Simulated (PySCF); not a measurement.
**Iodine: a sound run and one with changed settings**

Sound run: I+ [Kr] 4d10 5s2 5p4, I(2+) [Kr] 4d10 5s2 5p3. All numbers are calculated (PySCF 2.14, a scalar-relativistic core potential, in cc-pVTZ-PP with ECP28MDF). The sound run starts from symmetry-adapted Hartree-Fock orbitals and uses a fine grid where one is needed.

Changed run: basis STO-3G, all-electron and non-relativistic. This setting is unsound on purpose.

```json
{"species": "I+", "method": "UHF", "sound run (hartree)": "-294.30966", "changed run (hartree)": "-6850.40437", "converged": "yes"}
{"species": "I+", "method": "M06-L", "sound run (hartree)": "-295.47224", "changed run (hartree)": "-6852.60437", "converged": "yes"}
{"species": "I+", "method": "r2SCAN", "sound run (hartree)": "-295.41557", "changed run (hartree)": "-6852.67209", "converged": "yes"}
{"species": "I(2+)", "method": "UHF", "sound run (hartree)": "-293.66025", "changed run (hartree)": "-6849.78965", "converged": "yes"}
{"species": "I(2+)", "method": "M06-L", "sound run (hartree)": "-294.79254", "changed run (hartree)": "-6851.93600", "converged": "yes"}
{"species": "I(2+)", "method": "r2SCAN", "sound run (hartree)": "-294.72689", "changed run (hartree)": "-6852.00599", "converged": "yes"}
```

Ionisation energy of I+:

```json
{"method": "UHF", "sound run (eV)": "17.671", "changed run (eV)": "16.727"}
{"method": "M06-L", "sound run (eV)": "18.496", "changed run (eV)": "18.187"}
{"method": "r2SCAN", "sound run (eV)": "18.740", "changed run (eV)": "18.125"}
```

A minimal basis cannot let orbitals breathe on ionisation and holds almost no correlation. The Hamiltonian changed with the basis, so the totals do not compare.

For comparison, NIST gives 19.131 eV between the lowest levels.
